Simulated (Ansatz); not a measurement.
Input and output for C4H12BN (`BN(C)C(C)C`).

```yaml
crystal:
  periodic: [false, false, false]
  atoms:
    - {symbol: B, position_ang: [-0.818737, -0.919219, 1.466323]}
    - {symbol: N, position_ang: [-0.271697, -0.768875, 0.202021]}
    - {symbol: C, position_ang: [0.142865, -1.908916, -0.588867]}
    - {symbol: C, position_ang: [0.008650, 0.511253, -0.456404]}
    - {symbol: C, position_ang: [1.452768, 0.936994, -0.223396]}
    - {symbol: C, position_ang: [-0.953584, 1.613051, -0.057056]}
    - {symbol: H, position_ang: [-0.959015, -2.028199, 1.897404]}
    - {symbol: H, position_ang: [-1.139895, 0.034656, 2.109778]}
    - {symbol: H, position_ang: [-0.405370, -1.943938, -1.537125]}
    - {symbol: H, position_ang: [1.211576, -1.866713, -0.824527]}
    - {symbol: H, position_ang: [-0.050748, -2.827158, -0.037643]}
    - {symbol: H, position_ang: [-0.124738, 0.332362, -1.531578]}
    - {symbol: H, position_ang: [2.158071, 0.156239, -0.514908]}
    - {symbol: H, position_ang: [1.689093, 1.833708, -0.801085]}
    - {symbol: H, position_ang: [1.608506, 1.159261, 0.835302]}
    - {symbol: H, position_ang: [-0.786362, 2.486648, -0.691094]}
    - {symbol: H, position_ang: [-0.808391, 1.917306, 0.980263]}
    - {symbol: H, position_ang: [-1.990492, 1.292941, -0.175408]}
basis:
  gaussian: {orbitals: "6-311G**"}
magnetization: {spin_polarized: true, initial_magnetization: 2}
hamiltonian: {xc: {name: B97}}
scf: {lower_state_search: full}
```

```sh
$ ansatz run in.yaml --threads 4 --pin off --events-out ev --progress --plain --max-ram 11315MiB
```

Output, abridged:

```
Error: <dir> can't be read: No such file or directory (os error 2)
```
